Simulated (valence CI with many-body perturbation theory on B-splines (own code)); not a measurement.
## Energy levels of Os⁴³⁺

Level of theory: configuration interaction combined with many-body perturbation theory (CI+MBPT): five valence electrons over a frozen Dirac-Fock core [Ar] 3d10, radial functions for each j: 11 s, 11 p, 10 d, 8 f, 5 g, 2 h, with the one-electron correlation potential Σ1 (screened to all orders), the two-electron term Σ2, the three-electron term Σ3, Breit, model QED; selected single and double excitations, second order for the rest, scaled by the run's own slope (own B-spline code, finite nucleus).

The last digits are not significant, and no measured levels were compared; by estimate large intervals hold to a few tenths of a per cent, small ones and those within an open d or f shell to about a per cent. Among the levels kept, up to 2200 cm⁻¹ of a level comes from second order outside the variational space, and about a tenth of that is noise between levels of different J, which matters for small intervals.

Levels 46 to 90 of 185, with energies above the lowest level, (4s^2 4p1/2^2 4p3/2) J=3/2. "Leading %" is the weight of the configuration and term that name the level; weights of strongly mixed levels are sums over their largest components and can fall short. In the jj column 3d3/2^4 stands for four electrons in 3d with j = 3/2. Lifetimes count E1, E2, E3, M1 and M2 decay at the calculated energies, and are blank where another channel may lead or the interval is too uncertain; long ones can be off by a factor of two.

```
No.  Configuration  Term     J  E (eV)  Leading %   Second component  Lifetime                     Leading jj
 46       4s²4p²4d    ²D   3/2  399.27         67    9 % 4s²4p²4d ⁴F    685 fs      4s^2 4p3/2^2 4d3/2 (91 %)
 47       4s²4p²4d    ⁴F   9/2  400.08         60   38 % 4s²4p²4d ²G   76.9 ns      4s^2 4p3/2^2 4d5/2 (98 %)
 48        4s4p³4d   ²P°   3/2  401.45         28   16 % 4s4p³4d ²D°   4.68 ps  4s 4p1/2^2 4p3/2 4d5/2 (77 %)
 49       4s²4p²4d    ²P   1/2  401.75         48   26 % 4s²4p²4d ²S   23.5 ps      4s^2 4p3/2^2 4d5/2 (86 %)
 50        4s4p³4d   ²F°   7/2  404.10         36   15 % 4s4p³4d ²G°   3.36 ps  4s 4p1/2^2 4p3/2 4d5/2 (81 %)
 51        4s4p³4d   ⁴D°   7/2  411.65         25   20 % 4s4p³4d ²F°   1.35 ps  4s 4p1/2^2 4p3/2 4d5/2 (84 %)
 52       4s²4p²4d    ²D   5/2  413.96         76   15 % 4s²4p²4d ⁴D    575 ps      4s^2 4p3/2^2 4d5/2 (98 %)
 53        4s4p³4d   ²P°   1/2  414.42         46   38 % 4s4p³4d ⁴D°   2.61 ps  4s 4p1/2^2 4p3/2 4d5/2 (92 %)
 54        4s4p³4d   ⁴D°   3/2  417.20         24   18 % 4s4p³4d ²P°   1.44 ps  4s 4p1/2^2 4p3/2 4d5/2 (90 %)
 55        4s4p³4d   ²F°   5/2  419.75         25   16 % 4s4p³4d ²D°   1.16 ps  4s 4p1/2^2 4p3/2 4d5/2 (85 %)
 56       4s²4p²4d    ²P   3/2  422.72         41   29 % 4s²4p²4d ²D   1.25 ps      4s^2 4p3/2^2 4d5/2 (93 %)
 57       4s²4p²4d    ²D   5/2  427.01         52   19 % 4s²4p²4d ²F    905 fs      4s^2 4p3/2^2 4d5/2 (91 %)
 58       4s²4p4d²   ⁴G°   5/2  429.99         49  32 % 4s²4p4d² ²F°   1.26 ps      4s^2 4p1/2 4d3/2^2 (90 %)
 59            4p⁵   ²P°   3/2  444.11         68    7 % 4s4p³4d ⁴D°    956 fs         4p1/2^2 4p3/2^3 (68 %)
 60       4s²4p4d²   ⁴D°   1/2  446.46         41  36 % 4s²4p4d² ²P°    661 fs      4s^2 4p1/2 4d3/2^2 (89 %)
 61          4s4p⁴    ²S   1/2  450.83         31      28 % 4s4p⁴ ⁴P    602 fs              4s 4p3/2^4 (86 %)
 62       4s²4p4d²   ⁴F°   3/2  451.07         37  34 % 4s²4p4d² ²D°    368 fs      4s^2 4p1/2 4d3/2^2 (82 %)
 63       4s²4p4d²   ⁴G°   7/2  452.80         47  11 % 4s²4p4d² ⁴F°   6.98 ps  4s^2 4p1/2 4d3/2 4d5/2 (82 %)
 64       4s²4p4d²   ⁴F°   5/2  453.42         15  13 % 4s²4p4d² ⁴G°   5.76 ps  4s^2 4p1/2 4d3/2 4d5/2 (72 %)
 65       4s²4p4d²   ⁴P°   1/2  454.23         27   23 % 4s4p³4d ⁶D°   10.6 ps  4s^2 4p1/2 4d3/2 4d5/2 (58 %)
 66       4s²4p4d²   ⁴D°   3/2  454.69         27   14 % 4s4p³4d ⁶D°   2.78 ps  4s^2 4p1/2 4d3/2 4d5/2 (57 %)
 67       4s²4p4d²   ²H°   9/2  456.64         40  20 % 4s²4p4d² ²G°   10.5 ps  4s^2 4p1/2 4d3/2 4d5/2 (79 %)
 68        4s4p³4d   ⁴F°   5/2  465.44         18  18 % 4s²4p²4f ⁴G°   8.58 ps  4s 4p1/2 4p3/2^2 4d3/2 (52 %)
 69       4s²4p²4f   ⁴G°   7/2  465.86         25   23 % 4s4p³4d ⁴G°   17.7 ps  4s 4p1/2 4p3/2^2 4d3/2 (49 %)
 70        4s4p³4d   ⁴F°   3/2  468.48         18   14 % 4s4p³4d ⁶D°   2.83 ps  4s 4p1/2 4p3/2^2 4d3/2 (48 %)
 71        4s4p³4d   ⁴G°   9/2  471.66         29  22 % 4s²4p²4f ⁴G°    133 ps  4s 4p1/2 4p3/2^2 4d3/2 (48 %)
 72       4s²4p4d²   ²F°   7/2  471.99         17  17 % 4s²4p4d² ²G°    615 fs  4s^2 4p1/2 4d3/2 4d5/2 (60 %)
 73        4s4p³4d   ⁶D°   1/2  472.48         20  18 % 4s²4p4d² ⁴P°   1.59 ps  4s 4p1/2 4p3/2^2 4d3/2 (56 %)
 74       4s²4p4d²   ⁴D°   5/2  472.50         14  13 % 4s²4p4d² ⁴F°    532 fs  4s^2 4p1/2 4d3/2 4d5/2 (69 %)
 75       4s²4p²4f   ⁴F°   3/2  472.99         39   24 % 4s4p³4d ⁴F°   4.47 ps  4s^2 4p1/2 4p3/2 4f5/2 (50 %)
 76       4s²4p²4f   ⁴D°   7/2  473.91         23  22 % 4s²4p²4f ²G°   6.01 ps  4s^2 4p1/2 4p3/2 4f7/2 (34 %)
 77        4s4p³4d   ⁶D°   7/2  474.82         21  18 % 4s²4p²4f ²G°   6.83 ps  4s 4p1/2 4p3/2^2 4d5/2 (27 %)
 78        4s4p³4d   ⁴F°   5/2  474.95         18  17 % 4s²4p²4f ⁴G°   2.39 ps  4s^2 4p1/2 4p3/2 4f5/2 (40 %)
 79       4s²4p4d²   ⁴D°   3/2  475.78         19  15 % 4s²4p4d² ²P°    505 fs  4s^2 4p1/2 4d3/2 4d5/2 (68 %)
 80       4s²4p²4f   ²F°   5/2  478.80         36  14 % 4s²4p²4f ⁴F°   1.90 ps  4s^2 4p1/2 4p3/2 4f5/2 (64 %)
 81       4s²4p²4f   ⁴F°   9/2  478.86         27  18 % 4s²4p²4f ⁴G°   17.9 ps  4s^2 4p1/2 4p3/2 4f7/2 (56 %)
 82       4s²4p4d²   ⁴G°   9/2  479.43         16  15 % 4s²4p²4f ²G°   13.7 ps      4s^2 4p1/2 4d5/2^2 (46 %)
 83        4s4p³4d   ⁴D°   7/2  480.85         23   20 % 4s4p³4d ⁴F°   1.59 ps  4s 4p1/2 4p3/2^2 4d3/2 (43 %)
 84       4s²4p²4f   ⁴D°   5/2  482.63         30  12 % 4s²4p²4f ²D°   3.11 ps  4s^2 4p1/2 4p3/2 4f7/2 (69 %)
 85       4s²4p²4f   ²D°   3/2  482.78         32  24 % 4s²4p²4f ⁴D°   2.04 ps  4s^2 4p1/2 4p3/2 4f5/2 (60 %)
 86       4s²4p²4f   ²P°   1/2  483.24         34  27 % 4s²4p²4f ⁴D°   3.18 ps  4s^2 4p1/2 4p3/2 4f5/2 (60 %)
 87       4s²4p²4f   ²H°  11/2  485.19         45  34 % 4s²4p²4f ⁴G°   10.9 ps  4s^2 4p1/2 4p3/2 4f7/2 (78 %)
 88       4s²4p4d²   ²P°   3/2  485.74         12  10 % 4s²4p4d² ²D°   1.45 ps      4s^2 4p1/2 4d5/2^2 (34 %)
 89       4s²4p²4f   ²F°   7/2  486.22         27  13 % 4s²4p²4f ⁴F°   4.03 ps  4s^2 4p1/2 4p3/2 4f7/2 (68 %)
 90       4s²4p²4f   ²P°   3/2  486.65         20  10 % 4s²4p4d² ⁴P°   1.53 ps  4s 4p1/2 4p3/2^2 4d3/2 (33 %)
```

Where two levels of one J and parity lie close, their mixing, g and order are uncertain.
